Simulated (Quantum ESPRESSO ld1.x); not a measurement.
These are the eigenvalues of the occupied orbitals of an atom or ion with whole-number occupations (hartree). All-electron calculation, non-relativistic Kohn-Sham, revPBE, spin-unpolarised, spherical densities, point nucleus. Program: ld1.x of Quantum ESPRESSO 7.5.

| orbital | eigenvalue |
|---|---|
| 1s | -2903.09 |
| 2s | -489.107 |
| 2p | -470.979 |
| 3s | -116.585 |
| 3p | -107.964 |
| 3d | -91.8854 |
| 4s | -25.7996 |
| 4p | -22.0159 |
| 4d | -15.0338 |
| 4f | -5.57738 |
| 5s | -4.20527 |
| 5p | -2.93914 |
| 5d | -0.89849 |
| 6s | -0.34547 |
| 6p | -0.13342 |

Which element is it, and in what charge state? The configuration may be excited.

Answer. Z = 82, lead, charge 0: Pb in [Hg] 6p2. The list shows which subshells hold electrons but not how many an open one holds; the 1s level, -2903.1 hartree, gives Z - s = 76.2 by -(Z - s)^2/2, which with screening narrows Z to a few neighbours, and the depths of the outer levels then fix element, charge and occupations together.
